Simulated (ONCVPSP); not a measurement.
## Reading a pseudo-wave (Be)

Columns: radius, all-electron u(r) and pseudo u(r) of the 1s shell (level -105.45 eV) of beryllium in the configuration 1s2 2s2; PBEsol, scalar-relativistic, ONCV scheme, ONCVPSP 4.0.1.

```
r (bohr)  all-electron  pseudo
   0.035        0.4437  0.2852
   0.070        0.7738  0.5580
   0.105        1.0109  0.8060
   0.140        1.1760  1.0200
   0.175        1.2849  1.1932
   0.210        1.3489  1.3211
   0.245        1.3785  1.4040
   0.280        1.3819  1.4450
   0.315        1.3654  1.4496
   0.350        1.3337  1.4240
   0.385        1.2909  1.3754
   0.420        1.2404  1.3112
   0.455        1.1846  1.2378
   0.490        1.1255  1.1610
   0.525        1.0647  1.0852
   0.560        1.0034  1.0130
   0.595        0.9426  0.9460
   0.630        0.8829  0.8836
   0.665        0.8250  0.8250
   0.700        0.7692  0.7691
   0.735        0.7157  0.7156
   0.770        0.6648  0.6647
   0.805        0.6165  0.6165
   0.840        0.5709  0.5709
   0.875        0.5280  0.5280
   0.910        0.4878  0.4877
```

Problem. How many radial nodes do the two functions have?

Solution. The all-electron 1s function has n − l − 1 = 0; the pseudo-wave has 0.

Problem. At about which radius was the pseudo-wave matched?

Solution. 0.70 bohr, where the columns begin to agree (steps of 0.04 bohr).

Problem. Where does each function peak?

Solution. Outermost all-electron maximum near 0.28 bohr, pseudo maximum near 0.32 bohr (to the table’s step).

Problem. Is the pseudo-wave norm-conserving?

Solution. Yes: the ONCV scheme keeps the norm inside the radius equal to the all-electron one, which fixes the energy derivative of the logarithmic derivative at the level.
